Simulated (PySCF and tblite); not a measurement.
The numbers below are computed, except where a source is named.
System: C6H10OS, numbered as in [CH3:1][CH:2]([CH3:3])[C@@H:4]1[CH2:5][O:6][C:7]1=[S:8].

Motion: rotation about the C2–C4 bond (torsion C1–C2–C4–C5 from -70° to -181°, falling). GFN2-xTB gives an electronic barrier of 3.2 kcal/mol and a reaction energy of 0.7 kcal/mol.

What does PBE0/pcSseg-1 + D3(BJ) give on GFN2-xTB geometries?

A barrier of 5.2 kcal/mol, 2.0 above the tight-binding barrier (from unrounded values), a reaction energy of 0.4 kcal/mol and, with GFN2-xTB thermal terms, ΔG‡(298 K) = 6.0 kcal/mol and k = 2.6×10⁸ s⁻¹ (1 equivalent path).

Programs: tblite and PySCF.
